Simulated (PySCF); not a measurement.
Isomers of C8H13OP, mass 156.070 u with the commonest isotopes. Method used: PBE0/pcSseg-1 in PySCF (dipole) on a GFN2-xTB geometry, gas phase. One conformer each, none proved a minimum here; rigid rotors.

Task: Order these by dipole moment, smallest first.
A. `[CH3:1][CH:2]=[P@:3]1([CH3:4])[CH:5]=[CH:6][C:7]([O:8][CH3:9])=[CH:10]1` with C6–C7–O8–C9 -177°
B. `[CH3:1][CH2:2][C:3]1=[C:4]([O:5][CH3:6])[P:7]1[CH:8]1[CH2:9][CH2:10]1` with C1–C2–C3–C4 126°, C3–C4–O5–C6 175°, C4–P7–C8–C9 171°
C. `[CH2:1]=[CH:2][P:3]([CH2:4][C:5]([CH3:6])=[O:7])[CH:8]1[CH2:9][CH2:10]1` with C1–C2–P3–C4 -138°, C2–P3–C4–C5 -72°, P3–C4–C5–C6 -77°, C2–P3–C8–C9 104°
D. `[CH2:1]=[P@:2]([CH3:3])([CH2:4][CH3:5])[c:6]1[cH:7][cH:8][cH:9][o:10]1` with C1–P2–C4–C5 -172°, C1–P2–C6–C7 19°
E. `[CH3:1][CH2:2][c:3]1[cH:4][o:5][c:6]([CH:7]([CH3:8])[CH3:9])[p:10]1` with C1–C2–C3–C4 -114°, O5–C6–C7–C8 -100°
F. `[CH:1]#[C:2][P@:3](=[O:4])([C:5](=[CH2:6])[CH3:7])[CH:8]([CH3:9])[CH3:10]` with C2–P3–C5–C6 126°, C2–P3–C8–C9 172°
G. `[CH3:1][CH2:2][P@:3]1(=[O:4])[CH:5]=[CH:6][C@@H:7]([CH3:8])[CH:9]=[CH:10]1` with C1–C2–P3–O4 58°, C2–P3–C5–C6 -87°, C5–C6–C7–C8 -159°, C6–C7–C9–C10 34°, C2–P3–C10–C9 87°
H. `[CH:1]#[C:2][CH2:3][P@@:4]1(=[O:5])[CH2:6][CH2:7][CH2:8][C@H:9]1[CH3:10]` with C2–C3–P4–O5 -176°, C3–P4–C6–C7 125°, P4–C6–C7–C8 -38°, C6–C7–C8–C9 52°, C7–C8–C9–C10 -165°

Result: E (0.92 D), B (1.35 D), A (2.49 D), D (2.83 D), C (3.02 D), H (3.81 D), F (4.05 D), G (5.03 D).

Task: Order these by radius of gyration √(Σ m r²/M), smallest first.
A. `[CH2:1]=[P@:2]([CH3:3])([CH2:4][CH3:5])[c:6]1[cH:7][cH:8][cH:9][o:10]1` with C1–P2–C4–C5 -172°, C1–P2–C6–C7 19°
B. `[CH:1]#[C:2][P@:3](=[O:4])([C:5](=[CH2:6])[CH3:7])[CH:8]([CH3:9])[CH3:10]` with C2–P3–C5–C6 126°, C2–P3–C8–C9 172°
C. `[CH3:1][CH2:2][P@:3]1(=[O:4])[CH:5]=[CH:6][C@@H:7]([CH3:8])[CH:9]=[CH:10]1` with C1–C2–P3–O4 58°, C2–P3–C5–C6 -87°, C5–C6–C7–C8 -159°, C6–C7–C9–C10 34°, C2–P3–C10–C9 87°
D. `[CH3:1][CH:2]=[P@:3]1([CH3:4])[CH:5]=[CH:6][C:7]([O:8][CH3:9])=[CH:10]1` with C6–C7–O8–C9 -177°
E. `[CH:1]#[C:2][CH2:3][P@@:4]1(=[O:5])[CH2:6][CH2:7][CH2:8][C@H:9]1[CH3:10]` with C2–C3–P4–O5 -176°, C3–P4–C6–C7 125°, P4–C6–C7–C8 -38°, C6–C7–C8–C9 52°, C7–C8–C9–C10 -165°
F. `[CH3:1][CH2:2][C:3]1=[C:4]([O:5][CH3:6])[P:7]1[CH:8]1[CH2:9][CH2:10]1` with C1–C2–C3–C4 126°, C3–C4–O5–C6 175°, C4–P7–C8–C9 171°

Result: E (2.088 Å), B (2.163 Å), A (2.195 Å), C (2.255 Å), D (2.409 Å), F (2.448 Å).

Task: Order these by rotational constant A, smallest first.
A. `[CH:1]#[C:2][P@:3](=[O:4])([C:5](=[CH2:6])[CH3:7])[CH:8]([CH3:9])[CH3:10]` with C2–P3–C5–C6 126°, C2–P3–C8–C9 172°
B. `[CH:1]#[C:2][CH2:3][P@@:4]1(=[O:5])[CH2:6][CH2:7][CH2:8][C@H:9]1[CH3:10]` with C2–C3–P4–O5 -176°, C3–P4–C6–C7 125°, P4–C6–C7–C8 -38°, C6–C7–C8–C9 52°, C7–C8–C9–C10 -165°
C. `[CH3:1][CH2:2][P@:3]1(=[O:4])[CH:5]=[CH:6][C@@H:7]([CH3:8])[CH:9]=[CH:10]1` with C1–C2–P3–O4 58°, C2–P3–C5–C6 -87°, C5–C6–C7–C8 -159°, C6–C7–C9–C10 34°, C2–P3–C10–C9 87°
D. `[CH2:1]=[CH:2][P:3]([CH2:4][C:5]([CH3:6])=[O:7])[CH:8]1[CH2:9][CH2:10]1` with C1–C2–P3–C4 -138°, C2–P3–C4–C5 -72°, P3–C4–C5–C6 -77°, C2–P3–C8–C9 104°
E. `[CH3:1][CH:2]=[P@:3]1([CH3:4])[CH:5]=[CH:6][C:7]([O:8][CH3:9])=[CH:10]1` with C6–C7–O8–C9 -177°
F. `[CH3:1][CH2:2][c:3]1[cH:4][o:5][c:6]([CH:7]([CH3:8])[CH3:9])[p:10]1` with C1–C2–C3–C4 -114°, O5–C6–C7–C8 -100°
G. `[CH3:1][CH2:2][C:3]1=[C:4]([O:5][CH3:6])[P:7]1[CH:8]1[CH2:9][CH2:10]1` with C1–C2–C3–C4 126°, C3–C4–O5–C6 175°, C4–P7–C8–C9 171°
H. `[CH2:1]=[P@:2]([CH3:3])([CH2:4][CH3:5])[c:6]1[cH:7][cH:8][cH:9][o:10]1` with C1–P2–C4–C5 -172°, C1–P2–C6–C7 19°

Result: G (1191 MHz), A (1272 MHz), B (1307 MHz), H (1703 MHz), D (1780 MHz), C (2117 MHz), E (2327 MHz), F (2554 MHz).

```
                     SMILES  point group  Ia (u·Å²)  Ib (u·Å²)  Ic (u·Å²)      κ  μa (D)  μb (D)  μc (D)
CC[P@]1(=O)C=C[C@@H](C)C=C1           C1     238.69     648.68     699.39  -0.92    3.67    2.56    2.29
   C#CC[P@@]1(=O)CCC[C@H]1C           C1     386.78     463.21     510.39  -0.36    1.96    3.24    0.39
          CCC1=C(OC)P1C1CC1           C1     424.28     558.02     887.76   0.08    0.62    0.82    0.87
     CC=[P@]1(C)C=CC(OC)=C1           C1     217.22     773.18     820.45  -0.96    2.11    0.86    1.01
   C#C[P@](=O)(C(=C)C)C(C)C           C1     397.19     463.68     599.34   0.15    0.80    0.21    3.96
           CCc1coc(C(C)C)p1           C1     197.90     765.36     846.07  -0.94    0.06    0.86    0.31
       C=[P@](C)(CC)c1ccco1           C1     296.76     561.86     644.64  -0.75    0.68    2.66    0.70
         C=CP(CC(C)=O)C1CC1           C1     283.92     682.66     866.07  -0.74    2.34    1.91    0.07
```
